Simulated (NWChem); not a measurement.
Species: HO₂, doublet; SMILES [O]O

Results from NWChem. Pople sets run with spherical d functions. Spin-unrestricted. In the optimisation the excess spin sits in a" (Cs, its own frame). The geometry was optimised at PBE0/def2-SVP, spin-unrestricted. No stability test was run on the SCF state. Vertical excitations in the gas phase. Excited states of an open shell can be spin-contaminated.

Question: Predict the results for BHandHLYP/6-31G*, TDA. Quantities: lowest excitation (eV); oscillator strength of that lowest state; lowest state with f > 0.02 (eV); lowest empty minus highest occupied level, either spin (eV).

Answer: 
```json
{
 "lowest excitation (eV)": "1.13",
 "oscillator_strength_of_that_lowest_state": "0.000",
 "lowest state with f > 0.02 (eV)": "7.03",
 "lowest empty minus highest occupied level, either spin (eV)": "8.90"
}
```
